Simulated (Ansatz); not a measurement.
`C/C=C(\F)C=S` + `O[SiH2]O` → `O[SiH2]OC=S` + `C/C=C\F`  (substitution at a C–C bond)

Gas-phase electronic energies from Ansatz, PBE0-D4/def2-TZVP geometries. CCSD(T)/CBS adds triple-zeta CCSD(T) − MP2 to the extrapolated MP2 energy (def2 sets, frozen cores). Double bonds are as drawn, so ΔE can hold a change between cis and trans. Functionals use def2-TZVPP. One conformer a species, not always the lowest.

```csv
level,ΔE (kJ/mol)
PBE-D4,35.3
B2PLYP,33.2
PBE0,34.9
CCSD(T)/def2-TZVPP,36.4
MP2/def2-QZVPP,41.5
SCS-MP2/def2-QZVPP,36.5
MP2/CBS(def2),42.9
CCSD/CBS(def2),36.4
```

**Question.** What does CCSD(T)/CBS give? (An estimate is asked.)

**Answer.** Computed: +38.9 kJ/mol. The listed levels differ from it by -3.6, -5.7, -4.0, -2.5, 2.6, -2.4, 4.0, -2.5 kJ/mol.

Largest T1 diagnostic among the species: 0.016.

In def2-TZVPP, CCSD(T) changes the Hartree–Fock value by +14.0 kJ/mol (the triples alone add +2.5 kJ/mol) and MP2 by +18.0 kJ/mol.
